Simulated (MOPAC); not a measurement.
MOPAC input (AM1):

```
AM1 1SCF GEO-OK AUX(PRECISION=9) THREADS=1
C3H8O2Si

C    -0.81968100 1    1.82906200 1   -0.06733100 1
Si   -0.61094800 1    0.14854400 1    0.70376400 1
C    -1.62022600 1   -1.17486000 1   -0.12825800 1
O     1.04299900 1   -0.29225800 1    0.70498100 1
C     1.74743800 1   -0.45730800 1   -0.41335900 1
O     1.32324300 1   -0.32161200 1   -1.53000800 1
H    -0.17369200 1    2.56576400 1    0.41396100 1
H    -0.57845700 1    1.79935800 1   -1.13026200 1
H    -1.85287600 1    2.16761200 1    0.04342100 1
H    -0.89915900 1    0.19594500 1    2.15360100 1
H    -1.38548100 1   -1.22887400 1   -1.19168200 1
H    -1.43121800 1   -2.15290700 1    0.31825500 1
H    -2.68598000 1   -0.95848300 1   -0.01998400 1
H     2.78501600 1   -0.73843200 1   -0.18609600 1
```

Output:

```
 *******************************************************************************
 **                                                                           **
 **                              MOPAC v23.2.5                                **
 **                                                                           **
 *******************************************************************************
 ** MOPAC's Digital Object Identifier: https://doi.org/10.5281/zenodo.6511958 **
 **                                                                           **
 ** Please cite the open-source release paper for use of this MOPAC version:  **
 ** J. E. Moussa and J. J. P. Stewart (2026)                                  **
 ** MOPAC: An open-source semiempirical molecular orbital program             **
 ** J. Open Source Softw., 11(119), 8025, https://doi.org/10.21105/joss.08025 **
 *******************************************************************************

                              AM1 CALCULATION RESULTS

 *******************************************************************************
 *  AM1        - The AM1 Hamiltonian to be used
 *  GEO-OK     - OVERRIDE INTERATOMIC DISTANCE AND OTHER SAFETY CHECKS
 *  1SCF       - DO 1 SCF AND THEN STOP
 *  AUX        - OUTPUT AUXILIARY INFORMATION
 *******************************************************************************
AM1 1SCF GEO-OK AUX(PRECISION=9) THREADS=1
 C3H8O2Si

   ATOM   CHEMICAL          X               Y               Z
  NUMBER   SYMBOL      (ANGSTROMS)     (ANGSTROMS)     (ANGSTROMS)

     1       C         -0.81968100  *   1.82906200  *  -0.06733100  *
     2      Si         -0.61094800  *   0.14854400  *   0.70376400  *
     3       C         -1.62022600  *  -1.17486000  *  -0.12825800  *
     4       O          1.04299900  *  -0.29225800  *   0.70498100  *
     5       C          1.74743800  *  -0.45730800  *  -0.41335900  *
     6       O          1.32324300  *  -0.32161200  *  -1.53000800  *
     7       H         -0.17369200  *   2.56576400  *   0.41396100  *
     8       H         -0.57845700  *   1.79935800  *  -1.13026200  *
     9       H         -1.85287600  *   2.16761200  *   0.04342100  *
    10       H         -0.89915900  *   0.19594500  *   2.15360100  *
    11       H         -1.38548100  *  -1.22887400  *  -1.19168200  *
    12       H         -1.43121800  *  -2.15290700  *   0.31825500  *
    13       H         -2.68598000  *  -0.95848300  *  -0.01998400  *
    14       H          2.78501600  *  -0.73843200  *  -0.18609600  *

          CARTESIAN COORDINATES

    NO.       ATOM           X           Y           Z

     1         C         -0.8197      1.8291     -0.0673
     2        Si         -0.6109      0.1485      0.7038
     3         C         -1.6202     -1.1749     -0.1283
     4         O          1.0430     -0.2923      0.7050
     5         C          1.7474     -0.4573     -0.4134
     6         O          1.3232     -0.3216     -1.5300
     7         H         -0.1737      2.5658      0.4140
     8         H         -0.5785      1.7994     -1.1303
     9         H         -1.8529      2.1676      0.0434
    10         H         -0.8992      0.1959      2.1536
    11         H         -1.3855     -1.2289     -1.1917
    12         H         -1.4312     -2.1529      0.3183
    13         H         -2.6860     -0.9585     -0.0200
    14         H          2.7850     -0.7384     -0.1861

  H: (AM1): M.J.S. DEWAR ET AL, J. AM. CHEM. SOC. 107 3902-3909 (1985)
  C: (AM1): M.J.S. DEWAR ET AL, J. AM. CHEM. SOC. 107 3902-3909 (1985)
  O: (AM1): M.J.S. DEWAR ET AL, J. AM. CHEM. SOC. 107 3902-3909 (1985)
 Si: (AM1): M.J.S.DEWAR, C. JIE, ORGANOMETALLICS, 6, 1486-1490 (1987).

           Empirical Formula: C3 H8 O2 Si  =    14 atoms

      MOLECULAR POINT GROUP   :   Cs

      RHF CALCULATION, NO. OF DOUBLY OCCUPIED LEVELS = 18

 -------------------------------------------------------------------------------
 AM1 1SCF GEO-OK AUX(PRECISION=9) THREADS=1
 C3H8O2Si

     1SCF WAS SPECIFIED, SO BFGS WAS NOT USED
     SCF FIELD WAS ACHIEVED

                              AM1 CALCULATION
                                                       MOPAC v23.2.5 Linux

          FINAL HEAT OF FORMATION =       -125.91981 KCAL/MOL =    -526.84847 KJ/MOL

          COSMO AREA              =        140.00 SQUARE ANGSTROMS
          COSMO VOLUME            =        135.90 CUBIC ANGSTROMS

          IONIZATION POTENTIAL    =         11.191894 EV
          HOMO LUMO ENERGIES (EV) =        -11.192  0.717
          NO. OF FILLED LEVELS    =         18
          MOLECULAR WEIGHT        =        104.1805         POINT GROUP:  Cs

          MOLECULAR DIMENSIONS (Angstroms)

            Atom       Atom       Distance
            H    14    H    13     5.47794
            H    12    H     7     4.66641
            H    10    O     6     3.59546

          SCF CALCULATIONS        =          1

   ATOM   CHEMICAL          X               Y               Z
  NUMBER   SYMBOL      (ANGSTROMS)     (ANGSTROMS)     (ANGSTROMS)

     1       C         -0.81968100  *   1.82906200  *  -0.06733100  *
     2      Si         -0.61094800  *   0.14854400  *   0.70376400  *
     3       C         -1.62022600  *  -1.17486000  *  -0.12825800  *
     4       O          1.04299900  *  -0.29225800  *   0.70498100  *
     5       C          1.74743800  *  -0.45730800  *  -0.41335900  *
     6       O          1.32324300  *  -0.32161200  *  -1.53000800  *
     7       H         -0.17369200  *   2.56576400  *   0.41396100  *
     8       H         -0.57845700  *   1.79935800  *  -1.13026200  *
     9       H         -1.85287600  *   2.16761200  *   0.04342100  *
    10       H         -0.89915900  *   0.19594500  *   2.15360100  *
    11       H         -1.38548100  *  -1.22887400  *  -1.19168200  *
    12       H         -1.43121800  *  -2.15290700  *   0.31825500  *
    13       H         -2.68598000  *  -0.95848300  *  -0.01998400  *
    14       H          2.78501600  *  -0.73843200  *  -0.18609600  *

                             CARTESIAN COORDINATES

   1    C       -0.819681000     1.829062000    -0.067331000
   2   Si       -0.610948000     0.148544000     0.703764000
   3    C       -1.620226000    -1.174860000    -0.128258000
   4    O        1.042999000    -0.292258000     0.704981000
   5    C        1.747438000    -0.457308000    -0.413359000
   6    O        1.323243000    -0.321612000    -1.530008000
   7    H       -0.173692000     2.565764000     0.413961000
   8    H       -0.578457000     1.799358000    -1.130262000
   9    H       -1.852876000     2.167612000     0.043421000
  10    H       -0.899159000     0.195945000     2.153601000
  11    H       -1.385481000    -1.228874000    -1.191682000
  12    H       -1.431218000    -2.152907000     0.318255000
  13    H       -2.685980000    -0.958483000    -0.019984000
  14    H        2.785016000    -0.738432000    -0.186096000

           Empirical Formula: C3 H8 O2 Si  =    14 atoms

      MOLECULAR POINT GROUP   :   Cs

                  EIGENVALUES
 -40.66562 -36.93276 -29.31297 -28.79060 -24.46822 -18.76112 -18.07895 -16.57875
 -14.72816 -14.43214 -14.03925 -13.71949 -13.47749 -12.80748 -12.66001 -11.53483
 -11.29890 -11.19189   0.71722   1.15154   1.60129   1.91543   1.92715   3.53660
   4.39835   4.42515   4.52474   4.53523   5.01625   5.29956   5.35456   6.64393

              NET ATOMIC CHARGES AND DIPOLE CONTRIBUTIONS

  ATOM NO.   TYPE          CHARGE      No. of ELECS.   s-Pop       p-Pop
    1          C          -0.577345        4.5773     1.26513     3.31221
    2         Si           1.242825        2.7572     0.80664     1.95054
    3          C          -0.577344        4.5773     1.26513     3.31221
    4          O          -0.548330        6.5483     1.84885     4.69948
    5          C           0.308076        3.6919     1.24065     2.45127
    6          O          -0.355449        6.3554     1.90587     4.44958
    7          H           0.094125        0.9059     0.90588
    8          H           0.105157        0.8948     0.89484
    9          H           0.090974        0.9090     0.90903
   10          H          -0.223066        1.2231     1.22307
   11          H           0.105157        0.8948     0.89484
   12          H           0.094125        0.9059     0.90588
   13          H           0.090974        0.9090     0.90903
   14          H           0.150122        0.8499     0.84988
 DIPOLE           X         Y         Z       TOTAL
 POINT-CHG.    -0.031    -0.025     1.614     1.615
 HYBRID        -0.197     0.062    -0.491     0.532
 SUM           -0.227     0.038     1.124     1.147

          ATOMIC ORBITAL ELECTRON POPULATIONS

     Atom    s        px        py        pz
    1  C   1.26513   1.05319   1.16862   1.09040
    2 Si   0.80664   0.53855   0.67275   0.73924
    3  C   1.26513   1.09511   1.12266   1.09445
    4  O   1.84885   1.47797   1.79088   1.43062
    5  C   1.24065   0.91237   0.72474   0.81416
    6  O   1.90587   1.75808   1.46063   1.23087
    7  H   0.90588
    8  H   0.89484
    9  H   0.90903
   10  H   1.22307
   11  H   0.89484
   12  H   0.90588
   13  H   0.90903
   14  H   0.84988

 **********************
 *                    *
 * JOB ENDED NORMALLY *
 *                    *
 **********************

 == MOPAC DONE ==
```

The geometry given is a B3LYP-D3(BJ)/def2-TZVP minimum.
